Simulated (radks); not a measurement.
Task: The hafnium ion Hf3+, configuration [Xe] 4f14 5d1 (the NIST ground configuration). Calculated with a radial shooting solver on a logarithmic mesh with Libxc functionals: non-relativistic Kohn-Sham, LB94 model potential, spin-polarised, spherical densities, point nucleus; open shells are filled with parallel spins first (spin-orbit coupling, left out, can overturn this in heavy ions); relativity is left out, which matters for an element this heavy. Some entries of the table are withheld. Estimate them.

orbital,occ.,eigenvalue (eV),<1/r> (bohr^-1)
1s down,1,-60415.24,71.49
1s up,1,-60415.24,71.49
2s up,1,-9906.591,16.74
2s down,1,-9906.570,16.74
2p up,3,-9491.132,16.79
2p down,3,-9491.121,16.79
3s up,1,-2270.878,6.415
3s down,1,-2270.869,6.415
3p up,3,-2077.811,6.370
3p down,3,-2077.795,6.370
3d up,5,-1716.796,6.293
3d down,5,-1716.764,6.293
4s up,1,-469.9027,2.739
4s down,1,-469.8469,2.739
4p up,3,-390.4766,2.649
4p down,3,-390.4275,2.649
4d up,5,-246.2186,2.451
4d down,5,-246.1875,2.451
5s down,1,-90.4864,1.072
5s up,1,-90.3113,1.072
5p down,3,-68.1700,0.9546
5p up,3,-67.9925,0.9548
4f down,7,(1),(2)
4f up,7,(3),(4)
5d down,0,-35.8599,0.6785
5d up,1,-35.6025,0.6819

Result: 
(1) 4f down eigenvalue (eV): -60.7206
(2) 4f down <1/r> (bohr^-1): 1.986
(3) 4f up eigenvalue (eV): -60.6971
(4) 4f up <1/r> (bohr^-1): 1.988
